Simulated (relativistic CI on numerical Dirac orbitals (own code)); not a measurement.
Method of calculation: Dirac-Coulomb-Breit CI, separate exchange-only KLI orbitals for each configuration, QED by a radiative potential, unscaled Slater integrals (own radial code, finite nucleus).

The strongest absorption lines from the ground level of an ion, among the configurations computed and to levels below about 4490 eV (vacuum wavelength in nm, gf): 0.27632 (0.017), 0.27968 (0.029), 0.28608 (0.06), 0.28622 (0.0014), 0.30095 (0.16), 0.30132 (0.0036), 0.35327 (0.77), 0.35508 (0.016).

(1) Which ion is it?
A. K¹⁵⁺
B. V²¹⁺
C. K¹⁷⁺
D. Sc¹⁹⁺

## Answers

(1) C. K¹⁷⁺ has 2 electrons and the ground level 1s2 1S_0; the strongest line goes to 1s.2p 1P°_1. The pattern of lines fixes the number of electrons, and along that sequence the line energies rise steadily with the charge (about as its square where n changes within one kind of shell, about linearly where n is kept but much faster in heavy ions where fine structure, which grows about as Z⁴, sets the gap, and irregularly where shells cross), which fixes Z. Configurations outside the model, such as inner-shell arrays, can give stronger lines. At this charge energies of transitions that change n are usually good to better than 1 %, and those within a shell (Δn = 0) to a few per cent.

LS names give the leading component of a level, which can be under half, so a name can repeat, a term be missing and a line seem to break the LS rules.
